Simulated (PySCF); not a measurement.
**Frontier orbitals and the lowest excitations**

trans-Zr(NH3)2F4 (singlet state).
Cartesian coordinates in Å at the PBE0-D3(BJ)/def2-SVP level; atoms count from 1:
```
atom  x, y, z in Å
Zr1    0.050   -0.055    0.001
N2    -0.024    0.007    2.389
H3    -0.484    0.862    2.706
H4     0.918   -0.012    2.780
H5    -0.557   -0.769    2.782
N6     0.002    0.032   -2.386
H7     0.454    0.870   -2.752
H8    -0.970    0.058   -2.700
H9     0.427   -0.795   -2.806
F10    1.930   -0.089    0.524
F11   -1.857   -0.085    0.413
F12    0.072    1.856   -0.394
F13    0.069   -1.931   -0.536
```

Computed with PySCF, TDDFT CAM-B3LYP/def2-SVPD, vertical, gas phase, core orbitals frozen in the response, def2 core potentials past Kr. Spin–orbit coupling is left out.

Frontier orbitals with the atoms that hold most of them (Löwdin shares over 4%, at most four atoms; ? is withheld):

```
orbital  ε (eV)                               atoms
 LUMO+2    1.01      Zr1 66%, F13 9%, F12 8%, N2 6%
 LUMO+1    0.46        Zr1 53%, H8 6%, H5 6%, H3 6%
   LUMO    0.30                                   ?
   HOMO  -11.22    N2 25%, N6 24%, F11 10%, F12 10%
 HOMO-1  -11.53                                   ?
 HOMO-2  -11.60  F13 21%, F10 19%, F11 17%, F12 16%
 HOMO-3  -11.84  F13 29%, F12 28%, F10 19%, F11 18%
```

(1) Which atoms hold the LUMO, and with what shares?

(2) Give the leading atoms of the HOMO-1.

(3) The HOMO–LUMO gap is 11.52 eV. Where does the response calculation put the lowest singlet, and from which orbitals?

Results:

(1) Zr1 (bonded to 4 F and 2 N) 45%; H8 (bonded to N) 7%; H3 (bonded to N) 6%; H5 (bonded to N) 6%. By element: zirconium 45%, hydrogen 20% or more.

(2) F13 (bonded to Zr) 28%; F10 (bonded to Zr) 27%; F11 (bonded to Zr) 23%; F12 (bonded to Zr) 21%.

(3) S1 is at 8.33 eV (f = 0.043), 3.19 eV below the gap, made of HOMO→LUMO+2 (60%), HOMO→LUMO (15%). Its leading pair isn't HOMO and LUMO; the energies of that pair differ by 12.24 eV. 

For S1 the Löwdin share of zirconium is at most 10% in HOMO and 66% in LUMO+2.

Next come S2 at 8.35 eV (f 0.0082), HOMO→LUMO+3 (67%), HOMO→LUMO+2 (9%), HOMO-1→LUMO+3 (9%); S3 at 8.43 eV (f 0.021), HOMO-1→LUMO+2 (70%), HOMO-1→LUMO+3 (8%); S4 at 8.45 eV (f 0.0033), HOMO-1→LUMO+3 (71%); S5 at 8.50 eV (f 0.211), HOMO→LUMO (53%), HOMO→LUMO+2 (16%), HOMO-2→LUMO+1 (11%).

Löwdin shares depend on the basis, the more so with diffuse functions.
